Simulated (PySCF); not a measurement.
Static response to an electric field

Compound: C5H5NO2Si.
Cartesian coordinates in Å at the GFN2-xTB level; atoms count from 1:
```xyz
14
C5H5NO2Si angstrom
N      3.8594    1.5919   -1.2166
C      3.1200    0.8172   -0.8060
C      2.2220   -0.1386   -0.3003
C      0.9029    0.0718   -0.1966
C      0.0235   -0.9508    0.3975
O      0.3422   -2.1194    0.4805
Si    -1.6861   -0.3351    1.0491
C     -2.4994    0.4514   -0.5113
O     -1.9912    1.3687   -1.1033
H      2.6499   -1.0819    0.0209
H      0.4458    1.0025   -0.5029
H     -2.4835   -1.4524    1.5357
H     -1.4464    0.7406    2.0087
H     -3.4599    0.0338   -0.8776
```

Level: CAM-B3LYP/def2-SVPD (PySCF), static field, nuclei fixed, core orbitals frozen in the response. The polarisability tensor in these axes (au):

```
x   131.96  13.62 -14.31
y    13.62  91.85 -14.43
z   -14.31 -14.43  77.44
```

**Question.** Give the principal values, the mean and the anisotropy Δα = √{½[(α1 − α2)² + (α2 − α3)² + (α1 − α3)²]}.

**Answer.** Principal values 68.03, 91.90 and 141.31 au; mean 100.41 au = 14.88 Å³ = 16.56 × 10⁻⁴⁰ C²·m²/J; Δα = 64.73 au (64 % of the mean).

**Question.** What is the dipole moment, and where does it point?

**Answer.** (-3.87, -1.56, 2.39) D, 4.81 D in size, pointing from the negative to the positive side. Measured along this direction, the outermost atoms are N1 at the negative end and H12 at the positive end.

**Question.** Refractivity n − 1 of an ideal gas of it at 500 K and 1 atm, from the electronic α?

**Answer.** N = p/kT = 1.4678 × 10¹⁹ cm⁻³, so n − 1 = 2π × N × 14.88 × 10⁻²⁴ cm³ = 1372 × 10⁻⁶ at long wavelengths.

**Question.** Directions of the eigenvectors, and the extent of the frame along each?

**Answer.** Largest value along (0.90, 0.33, -0.28), where the nuclei span 7.49 Å; middle along (-0.42, 0.82, -0.40), 4.46 Å; least along (0.09, 0.48, 0.87), 3.05 Å. The response follows the extents in order.

**Question.** Traceless (Buckingham) quadrupole moment about the centre of nuclear charge: eigenvalues?

**Answer.** -17.23, 6.62, 10.61 D·Å. The values depend on the origin, since the dipole doesn't vanish. The electronic extent ⟨r²⟩ about the same centre is 1828 bohr², a root-mean-square distance of 2.67 Å for the 72 electrons.

Isolated species at its GFN2-xTB geometry (one conformer only).
